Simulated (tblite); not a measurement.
Compound: C₇H₉NSi.
Structure used (GFN2-xTB), in Å, numbered top down from 1:
```
atom  x, y, z in Å
C1     2.6720   -0.6049   -0.0067
C2     2.3079    0.1621   -1.1060
C3     1.0017    0.5917   -1.2192
C4     0.0824    0.2459   -0.2218
C5    -1.3149    0.6418   -0.2875
C6    -2.0611    0.8385    1.0402
Si7   -2.5828   -0.7247    0.1592
N8     0.4387   -0.5046    0.8243
C9     1.6905   -0.9086    0.9219
H10    3.6842   -0.9544    0.1226
H11    3.0384    0.4209   -1.8602
H12    0.6837    1.1914   -2.0595
H13   -1.5415    1.3503   -1.0745
H14   -2.7170    1.6974    1.0728
H15   -1.4316    0.7655    1.9150
H16   -3.8314   -0.6872   -0.5876
H17   -2.0441   -2.0042    0.5614
H18    1.9161   -1.5107    1.7942
```

Computed values, GFN2-xTB/tblite, gas phase, harmonic and unscaled. Against measured fundamentals such values can be off by several per cent, at times by over 20. Modes of hydrogen on silicon can be 10 to 20 % off. One conformer, not necessarily the lowest.

Harmonic wavenumbers (cm⁻¹): 51.1, 90.4, 155.9, 240.1, 353.6, 372.0, 401.0, 458.4, 494.9, 530.6, 573.2, 596.5, 655.5, 707.4, 713.0, 744.9, 755.0, 775.3, 829.7, 875.2, 913.4, 922.0, 931.2, 996.8, 1025.4, 1044.3, 1093.0, 1101.0, 1133.2, 1166.3, 1194.7, 1267.9, 1292.6, 1331.3, 1408.5, 1421.3, 1445.1, 1553.3, 1589.1, 2327.7, 2420.0, 3037.5, 3038.2, 3059.7, 3060.1, 3077.2, 3084.8, 3094.0.

A = 3596, B = 897.7, C = 813.5 MHz; mass 135.050 u (most abundant isotopes); point group C1, symmetry number 1.

**Question.** Zero-point energy?

**Answer.** ½Σν̃ = 29702 cm⁻¹ = 355.31 kJ/mol.

**Question.** Entropy at 273.15 K, 1 bar (ideal gas, RRHO, classical rotation)?

**Answer.** Translation 168.22, rotation 121.06, vibration 82.45: S = 371.7 J/(mol K).

**Question.** And Cp and H(273.15 K) − H(0)?

**Answer.** Cp = 140.29 J/(mol K), of which vibrations give 107.03 (their classical limit is 48 R = 399.1); H(273.15 K) − H(0) = 21.80 kJ/mol without the zero-point energy, 12.72 from vibrations.

**Question.** Blend soft modes into free rotors: weight 1/[1 + (100 cm⁻¹/ν̃)⁴] for the oscillator and the rest for a rotor with moment μB/(μ + B), μ = h/(8π²ν), B = 10⁻⁴⁴ kg m². What vibrational entropy results?

**Answer.** 76.37 J/(mol K) in place of 82.45, which changes −T·S at 273.15 K by +1.66 kJ/mol.

**Question.** What must be added to the electronic energy to get the Gibbs energy at 273.15 K and 1 bar?

**Answer.** ZPE + [H(273.15 K) − H(0)] − T·S = 355.31 + 21.80 − 101.54 = 275.57 kJ/mol.

**Question.** How do the functions run with temperature in this model?

**Answer.** 
```tsv
T (K)	S (J/(mol K))	Cp (J/(mol K))	H − H(0) (kJ/mol)	G − H(0) (kJ/mol)	ln q(vib)
150	307.6	81.1	8.26	-37.88	1.98
250	359.8	128.7	18.69	-71.27	3.85
298.15	384.5	152.6	25.46	-89.19	4.84
400	436.0	198.4	43.40	-130.99	7.07
600	529.8	263.7	90.12	-227.76	11.72
900	648.8	321.7	178.78	-405.17	18.58
```

q(vib) and H(0) count from the zero-point level.

Hindered rotation and anharmonicity are outside this model. Other conformers, if any are populated, would add a mixing term that is left out. The structure is chiral; the term R ln 2 for an equal mix with its mirror image is left out.
